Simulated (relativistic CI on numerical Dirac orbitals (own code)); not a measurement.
Hyperfine structure of Mg II, mass number 25

Calculated at this level of theory: Dirac-Coulomb-Breit CI, KLI orbitals optimised for each configuration, model QED, valence Slater integrals scaled by 0.85, P86 correlation energy added to each configuration (own radial code, finite nucleus).

Configuration list (outside the closed core [Ne]): 3s, 3p, 4s, 3d, 4p, 5s, 4d, 4f, 5p, 6s, 5d, 5g, 5f, 6p, 6d. Levels of other configurations are missing.

Nuclear spin I = 5/2, μ = -0.85533 μN, Q = 0.199 b (tables of Stone and Pyykkö). The electronic factors are computed for point nuclear moments, without core polarisation; leaving it out makes A of s and p electrons in near-neutral atoms 20 to 40 % too small, and it can dominate for d and f shells.

| Level | E (cm⁻¹) | A (MHz) | B (MHz) |
| --- | --- | --- | --- |
| 3s 2S_1/2 | 0.0 | -561.5 |  |
| 3p 2P°_1/2 | 34791.9 | -94.54 |  |
| 3p 2P°_3/2 | 34875.5 | -18.7 | 20.1 |
| 4s 2S_1/2 | 69163.4 | -181.7 |  |
| 3d 2D_5/2 | 69916.9 | -0.5893 | 0.703 |
| 3d 2D_3/2 | 69918.4 | -1.375 | 0.493 |
| 4p 2P°_1/2 | 80057.3 | -35.13 |  |
| 4p 2P°_3/2 | 80084.5 | -6.943 | 7.47 |

Levels with J = 0, under 50 % of one LS term, or S terms without an open s electron are left out. Small factors come from cancelling terms and can be off by tens of per cent or more.

Correlation outside the listed configurations is missing or only estimated: errors of thousands of cm⁻¹ between configurations and terms are usual at this charge. Rates and lifetimes follow the computed energies and can be off by large factors. The fine structure of a lone outer electron comes out too small, for d and f at times inverted, and misplaced configurations move strength between like terms. 15 of the 15 excited levels that our extract of the measured tables holds in this range could be paired (the sources list more); they are missed by 771 cm⁻¹ on average and 1573 at most, and levels without a partner can miss by more.

Task: Give the hyperfine levels of 3s 2S_1/2 relative to its centre of gravity.

Result: With K = F(F + 1) − I(I + 1) − J(J + 1), E = AK/2: F = 2: 982.6, F = 3: -701.9 MHz.
